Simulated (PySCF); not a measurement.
CH₇Ge₂N (calculated)

Computed with PySCF 2.14.0. Calculation on a computer-drawn molecule: the log of a Hartree-Fock and frozen-core CCSD(T) single point meant for a local Hartree-Fock minimum, with one planted fault or none, to be diagnosed. Offsets are logged minus clean, where the clean run is the same molecule without the fault. The reference is restricted for singlets and unrestricted otherwise, and also for a bond in bohr or an excited solution. Adding or removing an electron swaps singlet and doublet. The excited solution moves the top pair (singlet) or top alpha electron (doublet) to the lowest empty orbital. Highest occupied and lowest empty are orbital energies over both spins, largest force is the largest gradient component, triples share is (T) over the correlation energy, the T1 limit is 0.02 restricted and 0.045 unrestricted, electrons count all cores, a negative frequency is imaginary (commonest isotopes), and the dipole is about the centre of nuclear charge; on germanium a core potential holds 10 electrons, which the energies leave out, and 3d is frozen in MP2 and coupled-cluster steps.

```xyz
11
formula=CH7Ge2N meant_charge=0 meant_multiplicity=1 meant_basis=cc-pVDZ meant_basis_and_core_potential_on_germanium=cc-pVDZ-PP_ECP10MDF logged_electrons=84 logged_basis_functions=109 logged_SCF_converged=yes logged_spin_squared=2.0209 logged_highest_occupied=-6.4392 logged_lowest_empty=0.075474 logged_largest_force=0.094422 logged_T1_diagnostic=0.017305 logged_D1_diagnostic=0.07205 logged_triples_share=0.028763 logged_CC_converged=yes logged_dipole_magnitude=1.8262 logged_SCF_stable_within_its_kind=yes logged_energy_HF=-683.01799 logged_energy_CCSD(T)=-683.56707 possible_faults=no_fault,one_electron_removed,one_electron_added,multiplicity_raised_by_two,geometry_at_a_saddle_point,SCF_held_on_an_excited_solution,minimal_basis_STO-3G,one_bond_length_entered_in_bohr,all_coordinates_scaled
N     -0.5651     1.9969     0.3967
C     -0.1470     0.9253    -0.2103
Ge     1.3914     0.9497    -1.5489
Ge    -1.2546    -0.7142     0.0231
H     -1.4232     2.0490     0.9141
H     -0.0270     2.8445     0.3506
H      2.2589     1.9561    -0.6887
H      1.9846    -0.4078    -1.0106
H     -1.2731    -1.4987    -1.2778
H     -2.6710    -0.2706     0.4222
H     -0.6302    -1.5166     1.1601
```

Units: logged_highest_occupied, logged_lowest_empty in eV; logged_largest_force in hartree/bohr; logged_dipole_magnitude in debye; logged_energy_HF, logged_energy_CCSD(T) in hartree.

Drawn bonds:
| atom | other atom | order |
| --- | --- | --- |
| 1 | 2 | 1 |
| 2 | 3 | 2 |
| 2 | 4 | 1 |
| 1 | 5 | 1 |
| 1 | 6 | 1 |
| 3 | 7 | 1 |
| 3 | 8 | 1 |
| 4 | 9 | 1 |
| 4 | 10 | 1 |
| 4 | 11 | 1 |

Q: Which fault was planted in the run of CH₇Ge₂N?
A: multiplicity raised by two

Further results for CH₇Ge₂N:

* HF energy offset from clean run: 33.22 kcal/mol
* CCSD(T) energy offset from clean run: 48.53 kcal/mol
